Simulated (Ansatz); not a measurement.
## What each rung costs, and what it gives

Saddle point of SiH3F3, singlet (SiH₂F₂ ([F][SiH2][F]) + HF → SiHF₃ ([F][SiH]([F])[F]) + H₂; bonds formed: Si1–F7, H2–H6; bonds broken: Si1–H2, H6–F7), PBE0-D4/def2-TZVP structure:

Si1  (-0.369, -0.137, -0.160)
H2  (1.289, -0.280, -0.203)
F3  (-0.357, -1.300, -1.261)
F4  (-0.988, -0.866, 1.094)
H5  (-1.151, 0.898, -0.834)
H6  (1.178, 0.486, 0.415)
F7  (0.397, 1.200, 0.948)
(Å)

Barriers are electronic and count from the start structure reached by relaxing down the imaginary mode.

Ansatz 0.2.0; basis: as named in each row; cores frozen in the correlated methods. B3LYP uses VWN-RPA correlation. Extrapolation: Hartree–Fock as exp(−7.88 √X), correlation as X^−2.97.

Times are rough, for one single point on 2 threads of a shared host (Arm Neoverse V1).

The estimate by CCSD(T) at an estimated basis limit (MP2 extrapolated from triple and quadruple zeta, plus CCSD(T) − MP2 in triple zeta) is 139.2 kJ/mol.

| method | basis | time (s) | barrier (kJ/mol) | method less estimate |
| --- | --- | --- | --- | --- |
| HF | STO-3G | under 1 | 327.9 | 188.6 |
| PBE-D4 | STO-3G | under 1 | 98.2 | -41.0 |
| SPW92 | def2-SVP | under 1 | 51.9 | -87.3 |
| PBE-D4 | def2-SVP | under 1 | 87.3 | -51.9 |
| B3LYP-D4 | 6-31G | under 1 | 161.3 | 22.1 |
| PBE0-D4 | def2-SVP | under 1 | 111.7 | -27.5 |
| SPW92 | def2-TZVPP | 1 | 69.2 | -70.0 |
| PBE-D4 | def2-TZVPP | 2 | 103.3 | -35.9 |
| BLYP-D4 | def2-TZVPP | 2 | 121.4 | -17.8 |
| CCSD(T) | def2-SVP | 2 | 149.6 | 10.4 |
| PBE0-D4 | def2-TZVPP | 2 | 121.1 | -18.2 |
| BHLYP-D4 | def2-TZVPP | 2 | 150.9 | 11.7 |
| B3LYP-D4 | def2-TZVPP | 2 | 132.5 | -6.8 |
| CAM-B3LYP-D4 | def2-TZVPP | 3 | 130.3 | -8.9 |
| r2SCAN-D4 | def2-TZVPP | 4 | 108.9 | -30.3 |
| RPA on PBE | def2-TZVPP | 4 | 141.2 | 1.9 |
| B2PLYP | def2-TZVPP | 4 | 135.8 | -3.5 |
| PBE-QIDH | def2-TZVPP | 4 | 132.3 | -6.9 |
| r2SCAN0-D4 | def2-TZVPP | 4 | 123.3 | -15.9 |
| wB97M-V | def2-SVP | 4 | 112.5 | -26.8 |
| wB97X-V | def2-TZVPP | 7 | 129.3 | -10.0 |
| B97M-V | def2-TZVPP | 8 | 123.0 | -16.2 |
| wB97M-V | def2-TZVPP | 8 | 125.5 | -13.8 |
| MP2 | def2-QZVPP | 13 | 134.2 | -5.1 |
| CCSD(T) | def2-TZVPP | 60 | 141.1 | 1.8 |

All methods are single points on the PBE0-D4 structures.

T1 diagnostic: at most 0.013.

Labels in which every atom is bracketed show which atoms are joined, not bond orders.
